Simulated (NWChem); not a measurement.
System: C2H5O2, doublet; SMILES OC[CH]O

Input file for NWChem:

```
start job
memory heap 200 mb stack 900 mb global 1100 mb
geometry units angstroms noautosym nocenter noautoz
  O      0.500645    -1.374060    -0.225868
  C     -0.597733    -0.687825     0.240413
  C     -0.594638     0.746497    -0.161584
  O      0.606629     1.414647     0.190533
  H      0.467142    -2.289628     0.103240
  H     -1.540862    -1.248472     0.378096
  H     -0.785578     0.836200    -1.271066
  H     -1.439566     1.265909     0.338389
  H      1.324244     0.800647    -0.056626
end
basis spherical
  O library 6-31g*
  C library 6-31g*
  H library 6-31g*
end
dft
  odft
  mult 2
  xc b3lyp
  iterations 150
end
property
  efieldgrad
end
task dft property
```

Coordinates come from a PBE-D3(BJ)/def2-SVP, spin-unrestricted optimisation. No stability test was run on the SCF state.

Vzz is the largest principal value of the second derivative of the potential at the nucleus (NWChem prints the opposite sign); η is the asymmetry. Non-relativistic.

Atoms are numbered as in the input.

Task: What results follow from this input? (B3LYP/6-31G* (spherical d), spin-unrestricted.) Quantities: Vzz O1 (a.u.); η O1; Vzz O4 (a.u.); η O4.

Result: 
```
Quantity       Result
-------------  ------
Vzz O1 (a.u.)   1.504
η O1             0.94
Vzz O4 (a.u.)  -1.923
η O4             0.76
```
